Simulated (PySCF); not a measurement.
# Basis-set dependence of population analyses: `NBC[SiH2]Cl`

CH7BClNSi.
Geometry (PBE0-D3(BJ)/def2-SVP, Å), atoms numbered from 1 in this order:
```xyz
12
CH7BClNSi angstrom
N     -1.9914    0.0668    0.0133
B     -0.8772   -0.0540   -0.8149
C      0.4305   -0.7961   -0.3349
Si     1.5158    0.3406    0.6686
Cl     1.8640    2.1005   -0.3797
H     -2.8260    0.5647   -0.2647
H     -2.0415   -0.3164    0.9491
H     -0.9375    0.4569   -1.9107
H      1.0212   -1.1683   -1.1867
H      0.2047   -1.6513    0.3287
H      2.8475   -0.2601    0.9725
H      0.8470    0.7120    1.9502
```

PBE0 throughout (PySCF), one geometry, spherical d and f functions. Geometry: PBE0-D3(BJ)/def2-SVP, one conformer, isolated molecule. Atoms taken as equivalent share a column and are averaged. The first 7 of 9 kinds of atom are listed.

Mulliken charges (e):

```csv
basis,functions,N1,B2,C3,Si4,Cl5,H6/H7,H8
STO-3G,40,-0.456,+0.232,-0.402,+0.684,-0.363,+0.209,-0.059
6-31G,67,-0.834,+0.505,-0.886,+0.663,-0.332,+0.333,-0.021
pcSseg-0,67,-0.823,+0.586,-1.342,+0.789,-0.400,+0.324,+0.040
6-31G*,92,-0.767,+0.310,-0.737,+0.509,-0.296,+0.350,-0.010
cc-pVDZ,113,-0.007,-0.096,-0.221,+0.346,-0.252,+0.099,-0.011
def2-SVP,113,-0.102,-0.059,-0.357,+0.512,-0.287,+0.134,-0.009
aug-cc-pVDZ,186,-0.039,-0.107,+0.403,-0.002,-0.451,-0.037,+0.538
"6-311+G(2d,p)",193,-0.621,+0.382,-0.732,+0.479,-0.236,+0.243,-0.002
def2-TZVP,209,-0.460,+0.070,-0.407,+0.340,-0.261,+0.241,+0.009
cc-pVTZ,256,-0.228,-0.006,-0.309,+0.324,-0.246,+0.158,+0.003
IGLO-III,263,-0.522,+0.390,-0.716,+0.930,-0.396,+0.208,-0.061
```

IAO charges (e):

| basis | functions | N1 | B2 | C3 | Si4 | Cl5 | H6/H7 | H8 |
| --- | --- | --- | --- | --- | --- | --- | --- | --- |
| STO-3G | 40 | -0.446 | +0.127 | -0.629 | +0.739 | -0.310 | +0.227 | -0.003 |
| 6-31G | 67 | -0.533 | +0.127 | -0.674 | +0.663 | -0.308 | +0.273 | +0.004 |
| pcSseg-0 | 67 | -0.490 | +0.107 | -0.683 | +0.664 | -0.299 | +0.263 | +0.001 |
| 6-31G* | 92 | -0.531 | +0.142 | -0.693 | +0.799 | -0.329 | +0.268 | -0.005 |
| cc-pVDZ | 113 | -0.520 | +0.121 | -0.689 | +0.799 | -0.328 | +0.269 | -0.001 |
| def2-SVP | 113 | -0.510 | +0.122 | -0.689 | +0.814 | -0.321 | +0.265 | -0.005 |
| aug-cc-pVDZ | 186 | -0.547 | +0.128 | -0.699 | +0.805 | -0.334 | +0.278 | 0.000 |
| 6-311+G(2d,p) | 193 | -0.551 | +0.132 | -0.712 | +0.831 | -0.335 | +0.278 | 0.000 |
| def2-TZVP | 209 | -0.550 | +0.133 | -0.715 | +0.845 | -0.336 | +0.277 | -0.001 |
| cc-pVTZ | 256 | -0.547 | +0.132 | -0.712 | +0.832 | -0.336 | +0.277 | -0.001 |
| IGLO-III | 263 | -0.553 | +0.133 | -0.715 | +0.837 | -0.333 | +0.278 | -0.001 |

Hirshfeld charges (e):

```csv
basis,functions,N1,B2,C3,Si4,Cl5,H6/H7,H8
STO-3G,40,-0.182,+0.109,-0.149,+0.484,-0.298,+0.117,-0.082
6-31G,67,-0.214,+0.112,-0.209,+0.336,-0.180,+0.132,-0.066
pcSseg-0,67,-0.213,+0.104,-0.215,+0.368,-0.170,+0.133,-0.073
6-31G*,92,-0.216,+0.112,-0.208,+0.326,-0.164,+0.133,-0.067
cc-pVDZ,113,-0.217,+0.111,-0.224,+0.340,-0.143,+0.134,-0.072
def2-SVP,113,-0.222,+0.112,-0.228,+0.344,-0.131,+0.135,-0.073
aug-cc-pVDZ,186,-0.237,+0.123,-0.240,+0.345,-0.135,+0.132,-0.065
"6-311+G(2d,p)",193,-0.236,+0.123,-0.234,+0.341,-0.135,+0.132,-0.065
def2-TZVP,209,-0.236,+0.122,-0.235,+0.337,-0.131,+0.133,-0.067
cc-pVTZ,256,-0.235,+0.123,-0.233,+0.337,-0.136,+0.134,-0.068
IGLO-III,263,-0.240,+0.121,-0.237,+0.334,-0.120,+0.132,-0.067
```

Some averages cover members that differ in this geometry, most widely: H6/H7, Mulliken in aug-cc-pVDZ -0.071 to -0.003 e.

Q: Which scheme is steadiest as the basis changes?

A: Largest range over the bases for any column: Hirshfeld 0.18 e, IAO 0.18 e, Mulliken 1.74 e. Hirshfeld and IAO charges move least and Mulliken charges most, counted in e. Without the minimal STO-3G basis the ranges are Hirshfeld 0.06, IAO 0.18, Mulliken 1.74 e.

Q: How much do the charges still move between the two largest bases, cc-pVTZ and IGLO-III?

A: At most, over all atoms: Mulliken 0.606 e, IAO 0.006 e, Hirshfeld 0.016 e.

Q: What do the same runs give for the total energy, the frontier levels and the dipole moment?

A: 
```csv
basis,energy (Eh),HOMO (eV),LUMO (eV),μ (D)
STO-3G,-861.4639,-5.99,3.93,4.08
6-31G,-871.1650,-8.10,0.27,4.02
pcSseg-0,-870.1424,-8.33,0.28,3.90
6-31G*,-871.2448,-8.01,0.42,3.47
cc-pVDZ,-871.2985,-8.05,0.40,3.22
def2-SVP,-870.9698,-8.09,0.43,3.10
aug-cc-pVDZ,-871.3130,-8.21,-0.28,2.98
"6-311+G(2d,p)",-871.3535,-8.23,-0.13,2.97
def2-TZVP,-871.3648,-8.19,0.14,2.92
cc-pVTZ,-871.3714,-8.18,0.19,2.99
IGLO-III,-871.3635,-8.18,0.13,2.77
```

The dipole is fixed by the density alone, so its range of 1.31 D shows that the density itself changes with the basis, not only its division among atoms.
